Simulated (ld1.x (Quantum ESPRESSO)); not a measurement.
**manganese, TM semilocal: configuration errors across variants**

| Quantity | Value |
| --- | --- |
| Element | Mn (Z = 25) |
| Generator | ld1.x (Quantum ESPRESSO) 7.5 |
| Type | norm-conserving Troullier–Martins (semilocal form) |
| Functional | PBEsol |
| Relativity | scalar-relativistic |
| Frozen core | [Ar] |
| Valence charge | 7 |
| Reference configuration | 3d5 4s2 4p0 |
| Partial waves | 4s (bound): rc 2.60 bohr; 4p (bound, empty): rc 2.80 bohr; 3d (bound): rc 1.25 bohr |
| Local potential | the d channel |
| Core correction | none |

All-electron excitation energies from the reference (eV): (1) 3d5 4s1 4p0 8.432; (2) 3d5 4s0 4p0 23.944; (3) 3d4 4s0 4p0 56.424; (4) 3d6 4s0 4p0 6.774; (5) 3d5 4s0 4p2 7.961; (6) 3d5 4s0 4p1 13.191; (7) 3d5 4s1.5 4p0 3.371.

A semilocal file is local in each channel, so a ghost entry of none says nothing of the separable form that plane-wave codes build from it.

Errors AE − PS in meV (a dash: test not solved or not reliable):

| change | (1) | (2) | (3) | (4) | (5) | (6) | (7) | bound ghosts |
| --- | --- | --- | --- | --- | --- | --- | --- | --- |
| base | -4.4 | +19 | +59 | -180 | +2.0 | +2.3 | -1.3 | none |
| core correction a·sin(br)/r model core inside 0.48 bohr | -7.7 | -55 | -244 | -243 | -12 | -17 | -1.6 | none |
| core correction a·sin(br)/r model core inside 0.62 bohr | -7.7 | -55 | -244 | -243 | -12 | -17 | -1.6 | none |
| core correction a·sin(br)/r model core inside 0.76 bohr | -7.7 | -55 | -244 | -243 | -12 | -17 | -1.6 | none |
| core correction a·sin(br)/r model core inside 0.88 bohr | -7.7 | -54 | -244 | -243 | -12 | -17 | -1.6 | none |
| core correction a·sin(br)/r model core inside 1.00 bohr | -7.6 | -54 | -244 | -241 | -12 | -17 | -1.5 | none |
| core correction a·sin(br)/r model core inside 1.12 bohr | -7.5 | -53 | -242 | -239 | -11 | -16 | -1.5 | none |
| core correction a·sin(br)/r model core inside 1.40 bohr | -7.0 | -51 | -235 | -227 | -11 | -16 | -1.4 | none |
| core correction a·sin(br)/r model core inside 1.48 bohr | -6.9 | -50 | -232 | -223 | -11 | -15 | -1.4 | none |

Problem. Give the same row for: core correction a·sin(br)/r model core inside 1.22 bohr.

Solution. -7.3, -53, -241, -235, -11, -16, -1.5; bound ghosts: none.
